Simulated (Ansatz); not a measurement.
Species: WO3, charge 0, multiplicity 3. The spin state was set by rule; other spins were not relaxed. 
Geometry from a B3LYP-D3(BJ)/def2-TZVP (Ansatz, a program for electronic structure) optimisation:
```xyz
4

W     -0.0498    -0.0639    -0.0495
O      1.7666    -0.1812    -0.5796
O     -0.4164    -0.5938     1.5456
O     -0.8892     1.3662    -0.5078
```
Charge 0, spin multiplicity 3.

Total electronic energies in hartree. Correlated levels leave the core frozen unless marked. UHF or UKS for open shells. No spin-orbit coupling. The frozen core is the preceding noble-gas configuration, with the filled d and f shells of earlier blocks. In def2 rows, elements after Kr have scalar-relativistic effective core potentials. CBS(X,Y): correlation extrapolated as X^-3; Hartree-Fock from the larger set. The bracket is a focal-point correction in the basis named.

```tsv
level	program	energy (Eh)
RI-HF/def2-TZVPPD	Ansatz	-291.10361
revPBE-D3(BJ)/def2-TZVPD	Ansatz + dftd3	-292.92601
revPBE-D4/def2-TZVPD	Ansatz + dftd4	-292.92811
r2SCAN-D3(BJ)/def2-TZVPD	Ansatz + dftd3	-292.83815
B3LYP/def2-TZVPD	Ansatz	-292.91344
PBE0/def2-QZVPP	Ansatz	-292.65439
r2SCANh-D4/def2-TZVPD	Ansatz + dftd4	-292.78826
HSE06-D3(BJ)/def2-TZVPD	Ansatz + dftd3	?
B2PLYP/def2-TZVPD	Ansatz	-292.57060
PBE-QIDH/def2-TZVPD	Ansatz	?
RI-MP2/def2-QZVPPD	Ansatz	-292.08000
RI-MP2/CBS(def2-TZVPPD,def2-QZVPPD)	Ansatz	-292.1229
CCSD/def2-SVPD	Ansatz	-291.53371
CCSD(T)/def2-SVP	Ansatz	-291.52215
RI-MP2/CBS(def2-TZVPP,def2-QZVPP)+[CCSD(T)-MP2]/def2-TZVPP	Ansatz	-292.1442
```

Q: What belongs in the gaps?

A: 
- HSE06-D3(BJ)/def2-TZVPD, energy (Eh): -292.62954
- PBE-QIDH/def2-TZVPD, energy (Eh): -292.41078
